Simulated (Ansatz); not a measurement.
```yaml
crystal:
  periodic: [false, false, false]
  atoms:
    - {symbol: F, position_ang: [-2.028768, -0.729525, 2.039627]}
    - {symbol: C, position_ang: [-1.431875, 0.004988, 1.130995]}
    - {symbol: F, position_ang: [-2.073150, 1.130249, 0.964243]}
    - {symbol: C, position_ang: [-0.333445, -0.381827, 0.496965]}
    - {symbol: C, position_ang: [0.371321, 0.370227, -0.506179]}
    - {symbol: F, position_ang: [-0.095451, 1.574950, -0.845498]}
    - {symbol: C, position_ang: [1.469373, -0.059856, -1.124470]}
    - {symbol: F, position_ang: [2.026077, -1.224265, -0.880805]}
    - {symbol: F, position_ang: [2.117721, 0.615432, -2.036101]}
    - {symbol: H, position_ang: [0.061198, -1.351674, 0.764226]}
basis:
  gaussian: {orbitals: x2c-TZVPPall}
hamiltonian: {xc: {name: r2SCAN50}}
output: {forces: true}
```

```sh
$ ansatz run in.yaml --threads 4 --pin off --events-out ev --progress --plain --max-ram 11315MiB
```

Output, abridged:

```
Functional definition: r2SCAN50
1818 factors; their error is unknown
mean field evaluation 1: about -17751.1511 eV, gradient 4.6e1 eV
mean field evaluation 2: about -17751.8865 eV, gradient 4.1e1 eV
mean field evaluation 4: about -17754.8825 eV, gradient 2.0e0 eV
mean field evaluation 8: about -17754.8983 eV, gradient 3.6e-2 eV
mean field evaluation 16: about -17755.0583 eV, gradient 1.1e-3 eV
mean field -17755.05830618 eV, -652.4863579415 hartree, gradient 7.1e-5 eV, S^2 0.000000; 0 other end points of the search recorded, 0 dependent functions left out
reference -17755.05831101 eV, -652.4863581190 hartree; 35, 35 occupied and 258, 258 virtual orbitals, 1818 factors
Total energy: -17755.05831101 eV, -652.4863581190 hartree
Relativity: scalar
Atom 0 at    -2.028768    -0.729525     2.039627 Å, force     0.405894     0.569470    -0.659672 eV/Å
Atom 1 at    -1.431875     0.004988     1.130995 Å, force    -0.013951     0.024829    -0.003448 eV/Å
Atom 2 at    -2.073150     1.130249     0.964243 Å, force     0.446189    -0.835166     0.148338 eV/Å
Atom 3 at    -0.333445    -0.381827     0.496965 Å, force    -0.508324     0.023872     0.384716 eV/Å
Atom 4 at     0.371321     0.370227    -0.506179 Å, force     0.461919     0.258489    -0.519705 eV/Å
Atom 5 at    -0.095451     1.574950    -0.845498 Å, force     0.275784    -0.739367     0.215741 eV/Å
Atom 6 at     1.469373    -0.059856    -1.124470 Å, force    -0.109411     0.067667     0.048738 eV/Å
Atom 7 at     2.026077    -1.224265    -0.880805 Å, force    -0.373628     0.826703    -0.189597 eV/Å
Atom 8 at     2.117721     0.615432    -2.036101 Å, force    -0.438873    -0.517018     0.651888 eV/Å
Atom 9 at     0.061198    -1.351674     0.764226 Å, force    -0.145600     0.320521    -0.076999 eV/Å
Dipole moment:     0.049937    -0.247679     0.107867 e Å
```

It took 4.9 s on 4 threads of an Intel Xeon 6975P-C on a shared host, with 1.1 GiB of host memory at the peak.
